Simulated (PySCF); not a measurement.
Cartesian coordinates in Å; atom numbers follow the order of the lines, from 1:
```xyz
5

Cr    0.049    0.089    0.041
O     0.051    0.055    1.641
O     1.560    0.116   -0.484
O    -0.706    1.409   -0.458
S    -0.954   -1.669   -0.739
```

Total charge -2.

Geometry: PBE0-D3(BJ)/def2-SVP; GIAO absolute shieldings from PySCF 2.14.0 with density-fitted response routines, gas phase, non-relativistic, averaged over equivalent atoms.

At PBE/pcSseg-1 (pcSseg-2 on Cr) (148 basis functions, 16 s wall time on 1 thread of an x86-64 server CPU, shared host):
| atoms | σ (ppm) |
| --- | --- |
| Cr1 | -2702.8 |
| O2/O3/O4 | -524.6 |
| S5 | 120.2 |

Predict the values at B3LYP/pcSseg-1 (pcSseg-2 on Cr) on the same geometry.

## Answers


```csv
atoms,σ at B3LYP/pcSseg-1 (pcSseg-2 on Cr),change
Cr1,-3340.6,-637.8
O2/O3/O4,-651.0,-126.4
S5,-3.8,-124.0
```

The largest change is at Cr1 (Cr bonded to 3 O, S). Cost: 148 basis functions, 14 s wall time on 1 thread of an x86-64 server CPU, shared host.
